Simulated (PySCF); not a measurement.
Species: C5H6N2O2.
Geometry (GFN2-xTB, Å), atoms numbered from 1 in this order:
```xyz
15
C5H6N2O2 angstrom
C     -2.1150   -0.6953   -0.1627
N     -0.7733   -0.1709   -0.0560
N      0.2072   -1.0683   -0.0673
C      1.4382   -0.6668    0.0270
O      2.4128   -1.5908    0.0144
C      1.7835    0.7109    0.1423
C      0.7806    1.6153    0.1537
C     -0.6079    1.2001    0.0518
O     -1.5782    1.9368    0.0547
H     -2.6123   -0.2516   -1.0261
H     -2.6847   -0.4298    0.7288
H     -2.0519   -1.7746   -0.2686
H      2.0103   -2.4661   -0.0682
H      2.8243    0.9838    0.2159
H      0.9619    2.6753    0.2384
```

NICS = −σ at a ghost point: NICS(0) at the centroid of the ring atoms, NICS(1) 1 Å to either side along the normal of their mean plane, zz for the tensor component along that normal. Level: GIAO PBE0/pcSseg-1 (PySCF, non-relativistic, gas phase) on the GFN2-xTB geometry, one conformer.

Ring bond lengths (Å), with Mayer bond orders in brackets: N2–N3 1.329 (1.14), N3–C4 1.298 (1.60), C4–C6 1.425 (1.14), C6–C7 1.351 (1.65), C7–C8 1.453 (1.09), C8–N2 1.385 (0.98).

Task: What do the NICS probes read (ppm)?

Result: 
| ring | type | NICS(0) | NICS(1), two faces | NICS(1)zz, two faces | rms pucker (Å) | centre to ring atoms, mean (Å) |
| --- | --- | --- | --- | --- | --- | --- |
| N2–N3–C4–C6–C7–C8 | 6-membered ring with 2 N; bonds drawn aromatic by RDKit's count | -3.1 | -5.8 / -5.8 | -11.0 / -11.0 | 0.00 | 1.37 |

Task: What do they say, and how far can they be read as aromaticity?

Result: 
- N2–N3–C4–C6–C7–C8: mean NICS(1)zz -11.0 ppm, shielded. That is too small in size for a clear verdict by the NICS criterion.

Task: What does the geometric index give? HOMA = 1 − mean of α(R − Ropt)² over the ring bonds, with Krygowski's 1993 parameters (CC: Ropt 1.388 Å, α 257.7 Å⁻²; CN: Ropt 1.334 Å, α 93.52 Å⁻²; NN: Ropt 1.309 Å, α 130.33 Å⁻²).

Result: 
- N2–N3–C4–C6–C7–C8: HOMA 0.63; the largest term is that of C7–C8, α(R − Ropt)² = 1.08.

Task: How shielded are the nuclei of the rings and their hydrogens (means over atoms taken as equivalent)?

Result: 
```tsv
atoms	environment	σ isotropic (ppm)	principal values of the symmetric part, first atom (ppm)
N2	ring nitrogen	50.5	-79.8, 90.4, 140.9
N3	ring nitrogen	-53.5	-265.8, -42.7, 147.9
C4	unsaturated ring carbon	32.3	-57.4, 41.8, 112.6
C6	unsaturated ring CH carbon	57.2	-48.9, 60.0, 160.7
C7	unsaturated ring CH carbon	47.6	-53.0, 42.9, 153.0
C8	ring carbonyl carbon	25.8	-56.1, 33.1, 100.4
H14	hydrogen on carbon	24.59	21.8, 24.2, 27.8
H15	hydrogen on carbon	24.77	22.4, 23.8, 28.2
```
